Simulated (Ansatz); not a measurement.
Geometry optimisation, Ansatz 0.2.0, RKS PBE0-D4/def2-SVP.

Input:

```yaml
crystal:
  periodic: [false, false, false]
  atoms:
    - { symbol: "N", position_ang: [2.14451, -1.38811, 1.22997] }
    - { symbol: C, position_ang: [1.14098, -1.02574, 0.81682] }
    - { symbol: O, position_ang: [0.02918, -0.65423, 0.38018] }
    - { symbol: Si, position_ang: [-0.69132, 0.56629, -0.46414] }
    - { symbol: H, position_ang: [-1.19495, -0.10962, -1.6527] }
    - { symbol: H, position_ang: [-1.72529, 1.01612, 0.4577] }
    - { symbol: H, position_ang: [0.29688, 1.59528, -0.76783] }
basis:
  gaussian: { orbitals: def2-SVP }
hamiltonian:
  xc: pbe0
  dispersion: d4
relax:
  f_tol: 0.02
  max_steps: 50
```

Command:

```bash
$ ansatz run input.yaml --threads 1 --pin off --max-ram 2048MiB --backend cpu --events-out ev --progress --plain --runs-dir out
```

Task: Where does it end, and by what steps?

Result: It converged. The force dipped under the threshold on the way, but the program's further checks kept it going. After 16 steps the energy has fallen by 0.182 eV; O3 moved furthest, 0.53 Å.

```csv
step,energy less start (eV),largest force component (eV/Å),accepted
0,0.0000,2.030,yes
1,-0.1128,0.611,yes
2,-0.1276,0.373,yes
3,-0.1355,0.174,yes
4,-0.1453,0.241,yes
5,-0.1525,0.315,yes
6,-0.1653,0.163,yes
7,-0.1418,1.938,no
8,-0.1716,0.231,yes
9,-0.1708,0.684,no
10,-0.1746,0.155,yes
11,-0.1772,0.081,yes
12,-0.1792,0.362,yes
13,-0.1806,0.114,yes
14,-0.1814,0.008,yes
15,-0.1816,0.031,yes
16,-0.1816,0.011,yes
```

```xyz
7
Properties=species:S:1:pos:R:3
N 2.132 -1.590 0.779
C 1.118 -1.024 0.802
O -0.003 -0.411 0.852
Si -0.677 0.572 -0.386
H -0.864 -0.271 -1.596
H -1.963 1.025 0.192
H 0.258 1.698 -0.644
```

Run time: 41 s on 1 thread of Arm Neoverse V2 (shared host), peak memory 0.16 GiB.
